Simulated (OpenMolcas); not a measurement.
Pd2+: moving the ligands

Pd2+ with 2 ligands (iodide) in linear coordination (D∞h) at 2.73 Å. Ligand basis ANO-RCC-VDZP.
```
Pd    0.0000    0.0000    0.0000
I     0.0000    0.0000    2.7300
I     0.0000    0.0000   -2.7300
```

- Program: OpenMolcas
- Method: CASSCF
- Basis: ANO-RCC-VDZP [6s5p3d1f]
- Scalar Hamiltonian: DKH2, point nucleus
- Active space: 8 electrons in 5 orbitals (4d)
- State averaging: 2S+1 = 3 even, 10 roots; 2S+1 = 1 even, 15 roots
- Spin-orbit coupling: state interaction with AMFI integrals over the reference wave functions

Runs around this geometry, states (labels by Λ). Energies in cm-1 above the lowest state or level, χT in cm3 K/mol.

```
R (Å)  Ground state  First state of that spin  First gap with spin-orbit (degeneracies)  χT at 300 K  First state of another spin
 2.56            3Π                  3Δ 590.0                              358.0 (2, 2)        2.326                      1Σ 4315
 2.73            3Δ                   3Π 54.3                              167.7 (2, 2)        2.750                      1Σ 4678
 2.89            3Δ                  3Π 321.0                               35.7 (2, 2)        2.907                      1Σ 5508
```

The ground state changes within this set.

Without dynamic correlation the repulsion within the d shell is too large (B by tens of per cent), so at a given field states of lower spin stand too high. Real 4d8 and 5d8 ions are as a rule square planar and diamagnetic. Ligand-to-metal charge-transfer states are missing. With no ligand orbital active B as a rule stays too high, so bands that hang on it stand too high and its fall with covalency is understated. Spin-orbit coupling mixes the spin-free states strongly: the lowest level takes only 61 % from its leading state, 3Π, which lies 54 cm-1 above the lowest spin-free state (figures for R = 2.73; the like holds for R = 2.89). The least metal-like active orbital is 70 % on the metal (Löwdin) and no ligand orbital is active, so the numbers are rough (holds for R = 2.56). The least metal-like active orbital is 74 % on the metal (Löwdin) and no ligand orbital is active, so the numbers are rough (holds for R = 2.73). The least metal-like active orbital is 76 % on the metal (Löwdin) and no ligand orbital is active, so the numbers are rough (holds for R = 2.89). No measured value stands beside these numbers; the geometry is a model, was not optimised and need not be the one that this ion takes.
